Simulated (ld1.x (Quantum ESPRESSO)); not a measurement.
# Cutoff test, ruthenium (Ru), TM

ld1.x (Quantum ESPRESSO) 7.5 input, shortened:

```
&input
   title='Ru', zed=44., rel=2, dft='PBE', iswitch=3,
   config='[Kr] 4d7 4f-2 5s0.5 5p0', rel_dist='average'
 /
 &inputp
   pseudotype=2, tm=.true., lloc=2,
   nlcc=.false.
 /
4
5S  1  0   0.50   0.00  2.25  2.25  0.0
4P  2  1   6.00   0.00  1.05  1.05  0.0
4F  4  3  -2.00   0.05  2.25  2.25  0.0
4D  3  2   7.00   0.00  2.00  2.00  0.0
 &test
   configts(1)='4p6 4d7 5s0.5 5p0'
 /
```

Open shells are filled in proportion to 2j + 1 (rel_dist='average').

The pseudo-atom Hamiltonian at the reference potential is diagonalised in spherical Bessel functions j_l(qr) that vanish at 20 bohr, with q² up to the cutoff. All-electron valence levels (Ry): 5s -0.5333, 4p1/2 -3.8410, 5p1/2 -0.2561, 4p3/2 -3.5930, 5p3/2 -0.2446, 4d3/2 -0.6554, 4d5/2 -0.6314.

Question: How do the lowest levels (Ry) of each channel move with the cutoff, and are there ghosts?

Answer:

| cutoff (Ry) | s #1 | s #2 | s #3 | p1/2 #1 | p1/2 #2 | p1/2 #3 | p3/2 #1 | p3/2 #2 | p3/2 #3 | f5/2 #1 | f5/2 #2 | f7/2 #1 | d3/2 #1 | d5/2 #1 | Σ f·Δε (mRy) |
| --- | --- | --- | --- | --- | --- | --- | --- | --- | --- | --- | --- | --- | --- | --- | --- |
| 8 | -2.6995 | -0.5259 | -0.0940 | -2.6403 | -0.1892 | -0.0230 | -2.5552 | -0.1864 | -0.0222 | 0.0322 | 0.1397 | 0.0322 | -0.1306 | -0.1306 | 10128.7 |
| 12 | -4.5814 | -0.5310 | -0.0942 | -3.3280 | -0.2225 | -0.0315 | -3.1736 | -0.2171 | -0.0303 | 0.0322 | 0.1397 | 0.0322 | -0.2406 | -0.2406 | 5507.7 |
| 21 | -5.8586 | -0.5330 | -0.0943 | -3.7338 | -0.2482 | -0.0373 | -3.5021 | -0.2386 | -0.0353 | 0.0322 | 0.1396 | 0.0322 | -0.5026 | -0.5026 | 1547.1 |
| 30 | -5.9993 | -0.5332 | -0.0944 | -3.7480 | -0.2502 | -0.0377 | -3.5111 | -0.2398 | -0.0356 | 0.0322 | 0.1396 | 0.0322 | -0.6057 | -0.6057 | 760.1 |
| 40 | -6.0165 | -0.5333 | -0.0944 | -3.7704 | -0.2507 | -0.0379 | -3.5356 | -0.2404 | -0.0357 | 0.0322 | 0.1396 | 0.0322 | -0.6382 | -0.6382 | 389.9 |
| 50 | -6.0168 | -0.5333 | -0.0944 | -3.8061 | -0.2522 | -0.0382 | -3.5676 | -0.2417 | -0.0360 | 0.0322 | 0.1396 | 0.0322 | -0.6408 | -0.6408 | 173.0 |
| 70 | -6.0180 | -0.5333 | -0.0944 | -3.8357 | -0.2540 | -0.0385 | -3.5895 | -0.2430 | -0.0362 | 0.0322 | 0.1396 | 0.0322 | -0.6409 | -0.6409 | 25.6 |
| 90 | -6.0183 | -0.5333 | -0.0944 | -3.8385 | -0.2542 | -0.0386 | -3.5906 | -0.2431 | -0.0363 | 0.0322 | 0.1396 | 0.0322 | -0.6409 | -0.6409 | 15.1 |
| 110 | -6.0183 | -0.5333 | -0.0944 | -3.8390 | -0.2542 | -0.0386 | -3.5916 | -0.2431 | -0.0363 | 0.0322 | 0.1396 | 0.0322 | -0.6409 | -0.6409 | 10.1 |
| 160 | -6.0183 | -0.5333 | -0.0944 | -3.8408 | -0.2543 | -0.0386 | -3.5931 | -0.2432 | -0.0363 | 0.0322 | 0.1396 | 0.0322 | -0.6409 | -0.6409 | 0.5 |
| 200 | -6.0183 | -0.5333 | -0.0944 | -3.8409 | -0.2543 | -0.0386 | -3.5931 | -0.2432 | -0.0363 | 0.0322 | 0.1396 | 0.0322 | -0.6409 | -0.6409 | 0.4 |
| 400 | -6.0183 | -0.5333 | -0.0944 | -3.8409 | -0.2543 | -0.0386 | -3.5931 | -0.2432 | -0.0363 | 0.0322 | 0.1396 | 0.0322 | -0.6409 | -0.6409 | 0.0 |

Result: ghost state, extra bound levels that the all-electron valence spectrum of the same l lacks: s at -81.9 eV (a true bound ghost makes a file unfit for plane-wave use); 10 mRy is reached at 120 Ry and 1 mRy at 160 Ry.
